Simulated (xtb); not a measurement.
hydrogen chloride (HCl), singlet, from a rough starting geometry; GFN2-xTB run with xtb 6.7.1.

Input for xtb:
```
$ xtb mol.xyz --gfn 2 --opt vtight --json

# file mol.xyz
2

Cl    -0.00571049    -0.00267502     0.69526618
H      0.02347322    -0.02885661    -0.69088469
```

It wrote (shortened):

```
   ID    Z sym.   atoms
    1   17 Cl     1
    2    1 H      2

           -------------------------------------------------
          |                Calculation Setup                |
           -------------------------------------------------

           -------------------------------------------------
          |                 G F N 2 - x T B                 |
           -------------------------------------------------

          ...................................................
          :                      SETUP                      :
          :.................................................:
          :  # basis functions                  11          :
          :  # atomic orbitals                  10          :
          :  # shells                            4          :
          :  # electrons                         8          :
          :  max. iterations                   250          :
          :  Hamiltonian                  GFN2-xTB          :
          :  restarted?                      false          :
          :  GBSA solvation                  false          :
          :  PC potential                    false          :
          :  electronic temp.          300.0000000     K    :
          :  accuracy                    1.0000000          :
          :  -> integral cutoff          0.2500000E+02      :
          :  -> integral neglect         0.1000000E-07      :
          :  -> SCF convergence          0.1000000E-05 Eh   :
          :  -> wf. convergence          0.1000000E-03 e    :
          :  Broyden damping             0.4000000          :
          :  net charge                          0          :
          :  unpaired electrons                  0          :
          ...................................................

 iter      E             dE          RMSdq      gap      omega  full diag
   1     -5.0479718 -0.504797E+01  0.352E+00    7.94       0.0  T
   2     -5.0499687 -0.199688E-02  0.232E+00    7.68       1.0  T
   3     -5.0506633 -0.694555E-03  0.102E+00    7.53       1.0  T
   4     -5.0510030 -0.339744E-03  0.492E-01    7.62       1.0  T
   5     -5.0513564 -0.353369E-03  0.119E-01    7.82       1.0  T
   6     -5.0513574 -0.983460E-06  0.223E-02    7.82       3.2  T
   7     -5.0513574 -0.244750E-07  0.104E-03    7.82      68.0  T
   8     -5.0513574 -0.118381E-08  0.267E-04    7.82     264.4  T
   9     -5.0513574 -0.125366E-10  0.475E-05    7.82    1489.3  T

   *** convergence criteria satisfied after 9 iterations ***

         :::::::::::::::::::::::::::::::::::::::::::::::::::::
         ::                     SUMMARY                     ::
         :::::::::::::::::::::::::::::::::::::::::::::::::::::
         :: total energy              -5.048714035404 Eh    ::
         :: gradient norm              0.050654269123 Eh/a0 ::
         :: HOMO-LUMO gap              7.817227167954 eV    ::
         ::.................................................::
         :: SCC energy                -5.051357389533 Eh    ::
         :: -> isotropic ES            0.010704176261 Eh    ::
         :: -> anisotropic ES         -0.002670709880 Eh    ::
         :: -> anisotropic XC         -0.006594777653 Eh    ::
         :: -> dispersion             -0.000106229497 Eh    ::
         :: repulsion energy           0.002643354130 Eh    ::
         :: add. restraining           0.000000000000 Eh    ::
         :: total charge              -0.000000000000 e     ::
         :::::::::::::::::::::::::::::::::::::::::::::::::::::

      -----------------------------------------------------------
     |                   =====================                   |
     |                        A N C O P T                        |
     |                   =====================                   |
     |               Approximate Normal Coordinate               |
     |                Rational Function Optimizer                |
[...]
 * total energy  :    -5.0487140 Eh     change       -0.1199041E-12 Eh
 * total energy  :    -5.0517519 Eh     change       -0.3037873E-02 Eh
 * total energy  :    -5.0526578 Eh     change       -0.9059341E-03 Eh
 * total energy  :    -5.0528096 Eh     change       -0.1517560E-03 Eh
 * total energy  :    -5.0528128 Eh     change       -0.3230058E-05 Eh
 * total energy  :    -5.0528135 Eh     change       -0.6804839E-06 Eh
 * total energy  :    -5.0528135 Eh     change       -0.5364331E-10 Eh
   *** GEOMETRY OPTIMIZATION CONVERGED AFTER 7 ITERATIONS ***
[...]
         ::                     SUMMARY                     ::
         :::::::::::::::::::::::::::::::::::::::::::::::::::::
         :: total energy              -5.052813509049 Eh    ::
         :: gradient norm              0.000000142524 Eh/a0 ::
         :: HOMO-LUMO gap              9.177795228260 eV    ::
         ::.................................................::
         :: SCC energy                -5.060027478037 Eh    ::
         :: -> isotropic ES            0.011810242592 Eh    ::
         :: -> anisotropic ES         -0.003414586709 Eh    ::
         :: -> anisotropic XC         -0.004740389717 Eh    ::
         :: -> dispersion             -0.000100176763 Eh    ::
         :: repulsion energy           0.007213968988 Eh    ::
         :: add. restraining           0.000000000000 Eh    ::
         :: total charge              -0.000000000000 e     ::
         :::::::::::::::::::::::::::::::::::::::::::::::::::::

           -------------------------------------------------
          |                Property Printout                |
           -------------------------------------------------

    * Orbital Energies and Occupations

         #    Occupation            Energy/Eh            Energy/eV
      -------------------------------------------------------------
         1        2.0000           -1.0638323             -28.9483
         2        2.0000           -0.5324803             -14.4895
         3        2.0000           -0.4410268             -12.0009
         4        2.0000           -0.4410268             -12.0009 (HOMO)
         5                         -0.1037490              -2.8232 (LUMO)
         6                          0.0115854               0.3153
         7                          0.0115854               0.3153
         8                          0.0178436               0.4855
         9                          0.0178436               0.4855
        10                          0.2091760               5.6920
      -------------------------------------------------------------
                  HL-Gap            0.3372778 Eh            9.1778 eV
             Fermi-level           -0.2723879 Eh           -7.4121 eV

     #   Z          covCN         q      C6AA      α(0)
     1  17 Cl       0.844    -0.331   109.745    16.026
     2   1 H        0.844     0.331     0.629     1.243

 Mol. C6AA /au·bohr⁶  :        126.977562
 Mol. C8AA /au·bohr⁸  :       4959.451066
 Mol. α(0) /au        :         17.269310

Wiberg/Mayer (AO) data.
largest (>0.10) Wiberg bond orders for each atom

 ---------------------------------------------------------------------------
     #   Z sym  total        # sym  WBO       # sym  WBO       # sym  WBO
 ---------------------------------------------------------------------------
     1  17 Cl   0.890 --     2 H    0.890
     2   1 H    0.890 --     1 Cl   0.890
 ---------------------------------------------------------------------------

Topologies differ in total number of bonds
Writing topology from bond orders to xtbtopo.mol

molecular dipole:
                 x           y           z       tot (Debye)
 q only:        0.017      -0.015      -0.799
   full:        0.009      -0.008      -0.414       1.053
molecular quadrupole (traceless):
                xx          xy          yy          xz          yz          zz
 q only:        0.003      -0.001       0.004      -0.020       0.036      -0.007
  q+dip:       -0.623      -0.001      -0.623      -0.050       0.054       1.246
   full:       -0.882      -0.002      -0.882      -0.066       0.069       1.764

optimized geometry written to: xtbopt.xyz

           -------------------------------------------------
          | TOTAL ENERGY               -5.052813509049 Eh   |
          | GRADIENT NORM               0.000000142524 Eh/α |
          | HOMO-LUMO GAP               9.177795228260 eV   |
           -------------------------------------------------

normal termination of xtb
```
